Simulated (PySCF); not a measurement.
F₅Ta, multiplicity 1. Atoms are numbered in the order given.

```xyz
6

Ta     0.0000     0.0000     0.0000
F      0.0000     0.0000     1.8805
F      0.0000     0.0000    -1.8805
F     -1.8529     0.0000     0.0000
F      0.9264     1.6047     0.0000
F      0.9264    -1.6047     0.0000
```

The structure is a stationary point at PBE0-D3(BJ)/def2-SVP. The spin state was assumed, not searched. The isomer is the one that the SMILES or the coordinates give; other isomers of the formula were not compared. The def2 effective core potentials stand for the cores of Ta; spin–orbit coupling is left out.

Level of theory: PBE0-D3(BJ)/def2-SVP in PySCF.

Frequencies are harmonic and unscaled.

Modes within 1.5 cm⁻¹ of each other (mostly degenerate sets) share a row, with their intensities summed.

```
mode   ν (cm⁻¹)  IR (km/mol)  Raman (Å⁴/amu)  depolarisation  moving atoms (share of kinetic energy)
-----  --------  -----------  --------------  --------------  --------------------------------------
1–2         100          9.3             0.5            0.75                                  F 99 %
3–4         200         54.4             0.7            0.75                         F 81 %, Ta 19 %
5           241         27.9             0.0               –                         F 83 %, Ta 17 %
6–7         280          0.0             3.9            0.75                                 F 100 %
8           676          0.0             1.9            0.73                                 F 100 %
9           697        276.5             0.0               –                         F 82 %, Ta 18 %
10–11       731        323.9             0.8            0.75                         F 85 %, Ta 15 %
12          746          0.0            13.8            0.00                                 F 100 %
```
